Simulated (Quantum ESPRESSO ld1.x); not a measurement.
The cerium ion Ce20+, configuration [Kr] 4d2.

Method: Dirac Kohn-Sham, relativistic LDA (MacDonald-Vosko exchange, VWN5 correlation), spin-unpolarised, spherical densities, point nucleus; open shells are shared between the two j in proportion to 2j + 1; computed with ld1.x of Quantum ESPRESSO 7.5.

Energy parts (Ry):
| part | energy |
|---|---|
| total | -17361.90 |
| kinetic | 18595.05 |
| electron-nucleus | -40794.47 |
| Hartree | 5177.72 |
| exchange-correlation | -340.20 |

Orbitals (lengths in bohr, moments of r in powers of bohr; <r^-3> diverges for s and p1/2):
orbital  occ.  eigenvalue (Ry)  <r^-3>
1s1/2       2         -2978.53       -
2s1/2       2         -510.402       -
2p1/2       2         -484.723       -
2p3/2       4         -452.210    7044
3s1/2       2         -139.139       -
3p1/2       2         -128.223       -
3p3/2       4         -121.726    1446
3d3/2       4         -102.637   239.1
3d5/2       6         -101.222   217.5
4s1/2       2         -54.4304       -
4p1/2       2         -50.1570       -
4p3/2       4         -48.4571   383.0
4d3/2     0.8         -41.3069   58.49
4d5/2     1.2         -40.9634   53.14
5s1/2       0         -28.4470       -
5p1/2       0         -26.5973       -
5p3/2       0         -25.9525   146.5

The highest occupied level is 4d5/2 at -557.33 eV. For comparison, the ionisation energy in NIST's Atomic Spectra Database is 579 eV (theoretical). In exact Kohn-Sham theory the highest level is minus the ionisation energy, but local and semilocal functionals leave it too shallow, through self-interaction and a potential that decays too fast; potentials with the right tail come closer.

Beside tabulated values, note that spin-unpolarised runs miss the spin-polarisation part of the exchange energy of open shells.
